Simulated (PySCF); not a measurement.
PySCF was given this input:
```python
from pyscf import gto, scf, mp

mol = gto.Mole()
mol.atom = '''
    C     3.14610000    1.08270000    0.21070000
    O     2.18850000    0.09440000    0.48860000
    C     0.94080000    0.36990000   -0.09480000
    C    -0.04980000   -0.72150000    0.32480000
    C     0.40140000   -2.09790000   -0.13270000
    O    -1.32670000   -0.45940000   -0.26930000
    C    -2.10780000    0.45840000    0.30800000
    C    -3.41360000    0.58520000   -0.43330000
    O    -1.80060000    1.08720000    1.28570000
    H     2.83200000    2.06110000    0.59500000
    H     3.32450000    1.17160000   -0.86900000
    H     4.06360000    0.77410000    0.70670000
    H     1.02230000    0.38870000   -1.19430000
    H     0.56490000    1.34810000    0.24130000
    H    -0.15510000   -0.68790000    1.41630000
    H    -0.32320000   -2.85000000    0.16750000
    H     0.49820000   -2.11360000   -1.21490000
    H     1.36450000   -2.31720000    0.31780000
    H    -3.21760000    0.88920000   -1.45840000
    H    -4.04280000    1.31850000    0.06010000
    H    -3.90970000   -0.38160000   -0.45580000
'''
mol.basis = '6-31g*'
mol.spin = 2
mol.verbose = 4
mol.build()

mf = scf.UHF(mol)
mf.kernel()

pt = mp.MP2(mf, frozen=9)
pt.kernel()
print('E(MP2) = %.10f' % pt.e_tot)
```

Question: What does this run give for the SCF-reference Mulliken (on the basis functions themselves) charges in atom order, MP2 correlation energy, nuclear repulsion energy, SCF-reference HOMO energy, SCF-reference <S^2>, number of basis functions?

Answer: 
- SCF-reference Mulliken (on the basis functions themselves) charges in atom order: C1 -0.15, O2 -0.66, C3 0.03, C4 0.13, C5 -0.50, O6 -0.66, C7 0.52, C8 -0.51, O9 -0.26, H10 0.15, H11 0.15, H12 0.18, H13 0.15, H14 0.16, H15 0.18, H16 0.18, H17 0.17, H18 0.20, H19 0.18, H20 0.17, H21 0.19
- MP2 correlation energy: -1.2318 Eh
- nuclear repulsion energy: 482.6308 Eh
- SCF-reference HOMO energy: -6.14 eV
- SCF-reference <S^2>: 2.016
- number of basis functions: 150

These values belong to the state on which the SCF converged, which isn't shown to be the lowest.
